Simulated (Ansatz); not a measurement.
VO3. Total charge 0; doublet. Geometry relaxed at PBE0-D4/def2-TZVP.

```xyz
4

V     0.3411    0.3778   -0.3809
O    -0.0134   -0.0231    1.3259
O    -0.6944    0.7969   -1.4914
O     0.3668   -1.1517    0.5464
```

The structure holds one bond between oxygen atoms, so isomers without such links may lie far lower. The relaxation made no stability test and no search for a lower SCF solution. The structure comes from a short search, and lower isomers may exist.

**Question.** Estimate the harmonic wavenumbers at UKS PBE0-D4/def2-TZVP (Ansatz, unscaled). Is this a minimum?

**Answer.** 217, 258, 660, 677, 1002, 1101 cm⁻¹. Yes, no mode is imaginary beyond noise. Zero-point energy 23.4 kJ/mol. It took 45 s on 4 threads of Arm Neoverse V2 on a shared host.
